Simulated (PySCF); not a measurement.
Correlation energy of Cl²⁺ (chlorine, charge +2)

[Ne] 3s2 3p3, high-spin 4S determinant. Computed with PySCF 2.14 in def2-TZVP (5s5p2d1f, 37 functions), with the non-relativistic Hamiltonian (point nucleus). Frozen: [Ne]; 5 electrons correlated.

MP2 pair energies summed by pair of shells (mhartree):

| pair | energy | share (%) |
| --- | --- | --- |
| 3s-3p | -61.99 | 66.5 |
| 3p-3p | -21.84 | 23.4 |
| 3s-3s | -9.38 | 10.1 |

Total MP2 correlation energy: -93.21 mhartree.

Same-spin part -24.97 and opposite-spin part -68.23 mhartree; SCS-MP2 scales them by 1/3 and 6/5 to -90.21 mhartree.

| level | correlation energy (mhartree) |
| --- | --- |
| CCSD | -114.84 |
| (T) | -3.26 |
| CCSD(T) | -118.10 |

Diagnostics: T1 = 0.0025, D1 = 0.0065, largest double amplitude 0.064.

Problem. Is a single reference adequate?

Solution. Yes: T1 lies below 0.03 and no double amplitude reaches 0.07.
